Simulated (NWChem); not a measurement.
Species: NbSClF₂; SMILES [Cl][Nb]([F])(=[S])[F]

def2 effective core potentials on Nb; no spin-orbit coupling.

Q: Give the equilibrium geometry at PBE0/def2-SVP with def2 effective core potentials on Nb (NWChem) as a list of bonds and angles, with the point group.

A: point group Cs; any orientation.
Bonds (Å): Nb1–S2 2.125, Nb1–F3 1.847, Nb1–F4 1.847, Nb1–Cl5 2.279. Angles (°): S2–Nb1–F3 107.9, S2–Nb1–F4 107.9, S2–Nb1–Cl5 108.2, F3–Nb1–F4 111.5, F3–Nb1–Cl5 110.6, F4–Nb1–Cl5 110.6.
